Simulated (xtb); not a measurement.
H$_{4}$Ge, triplet, at the geometry of the source list (a higher spin typed on purpose: for a closed-shell molecule this is an excited state). Base run: GFN2-xTB (xtb 6.7.1).

Geometry (Å):
```xyz
5

Ge     0.0007    -0.0052     0.0007
H     -0.6028    -0.8485    -1.0572
H      0.5578    -0.8519     1.0802
H     -1.0398     0.8874     0.5610
H      1.0841     0.8182    -0.5847
```
Charge 0, spin multiplicity 3.
All else is at xtb's defaults.
Base energy -3.62190 Eh.

Each row names what was changed in the base input (with any setting that the change needs).

```tsv
change	ΔE vs base (mEh)	dipole (D)	SCF cycles
base	0.000	0.47	17
acc = 0.0001	0.000	0.47	24
alpb = dmf	-2.530	0.54	14
etemp = 5000	-56.617	0.07	7
etemp = 3000	-32.437	0.10	8
```

ALPB and GBSA are two models with their own fitted parameters for each solvent, which aren't always the measured dielectric constant.
